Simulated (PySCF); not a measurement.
C₄H₇FS₂.
Geometry (PBE0-D3(BJ)/def2-SVP, Å), atoms numbered from 1 in this order:
```
atom  x, y, z in Å
F1     2.7890    0.9343    0.6728
C2     1.9834    0.1679   -0.1221
C3     0.8402   -0.4059    0.6915
S4    -0.2863    0.8622    1.3373
C5    -1.3795    0.7943   -0.1075
C6    -1.6698   -0.6668   -0.3817
S7    -0.0971   -1.5861   -0.3583
H8     2.5819   -0.6546   -0.5533
H9     1.5906    0.7833   -0.9489
H10    1.2423   -0.9413    1.5654
H11   -2.2929    1.3534    0.1471
H12   -0.9063    1.2792   -0.9759
H13   -2.3423   -1.0797    0.3845
H14   -2.1235   -0.8140   -1.3742
```

Linear response at CAM-B3LYP/def2-SVPD (PySCF, frozen core in the response, non-relativistic).

Static isotropic polarisability: 85.78 au (12.71 Å³), principal values 72.8, 90.7, 93.8 au.

Q: What is the polarisability at 1064 nm and at the sodium D line?

A: 86.49 au at 1064 nm (+0.8 %), 88.17 au at 589.3 nm (+2.8 %). The rise at 589.3 nm is 3.36 times that at 1064 nm; a pure ω² law gives 3.26. The lowest singlet lies at 238 nm, shorter than both wavelengths.

Q: What is the isotropic C6 coefficient between two such molecules, C6 = (3/π)∫α(iω)² dω?

A: 3027 au (Eh·bohr⁶) by a ten-point quadrature over imaginary frequencies, which is 1810 eV·Å⁶ or 174 J·nm⁶/mol.

Q: Which effective excitation energy ω̄ makes London's formula C6 = (3/4)α²ω̄ exact here?

A: ω̄ = 4·C6/(3α²) = 0.548 Eh = 14.9 eV. A one-pole form α(ω) = α/(1 − ω²/ω̄²) fitted to the 1064 nm value gives 12.9 eV.

Q: What molar refraction at the D line follows from R = (4π/3)·N_A·α′, with α′ the polarisability volume?

A: α′ = 13.06 Å³ gives R = 32.96 cm³/mol, for isolated, non-vibrating species.

Q: What does −C6/R⁶ come to at R = 12 Å between centres?

A: -58 J/mol. This is the leading, orientation-averaged term; C8 and higher terms are left out.

Q: How anisotropic is the static polarisability, by Δα² = ½[(α1 − α2)² + (α2 − α3)² + (α3 − α1)²]?

A: Δα = 19.6 au, or 0.23 of the isotropic value.

The run took about 1.7 min of CPU time (one thread, shared machine). This is the whole response run at CAM-B3LYP/def2-SVPD, SCF included.

One conformer stands for the species.
